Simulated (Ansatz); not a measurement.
Species: C2H2Cl4 (charge 0, singlet). SMILES: ClC(Cl)C(Cl)Cl
Coordinates optimised at B3LYP-D3(BJ)/def2-TZVP (Ansatz, a quantum-chemistry and plane-wave program):
```xyz
8

C     -0.7598     0.0501     0.0707
C      0.7598    -0.0501    -0.0707
Cl     1.3415    -1.6121     0.5674
Cl     1.5548     1.2875     0.8032
Cl    -1.5548    -1.2875    -0.8032
Cl    -1.3415     1.6121    -0.5674
H     -1.0549    -0.0129     1.1125
H      1.0549     0.0129    -1.1125
```

Computed values are from Ansatz. Cores are frozen in the correlated levels unless marked. Open shells are spin-unrestricted. Spin-orbit coupling is left out. Non-relativistic. CBS marks a two-point X^-3 extrapolation of the correlation energy; Hartree-Fock from the larger set. [CCSD(T)-MP2]/basis is that difference in the basis named.

```yaml
atomisation energy De: 2589.6 kJ/mol at RI-MP2/CBS(cc-pV(T+d)Z,cc-pV(Q+d)Z)+[CCSD(T)-MP2]/cc-pV(T+d)Z
total_energy: -1916.3945 Eh at RI-MP2/CBS(cc-pV(T+d)Z,cc-pV(Q+d)Z)+[CCSD(T)-MP2]/cc-pV(T+d)Z
dipole_moment: 0.00 D at CCSD(T)/aug-cc-pV(D+d)Z
T1 diagnostic: 0.010 at CCSD/cc-pV(T+d)Z
measured enthalpy of formation, 298 K: -149.2 kJ/mol (CRC Handbook, as tabulated in the package chemicals; older table, unchecked)
```
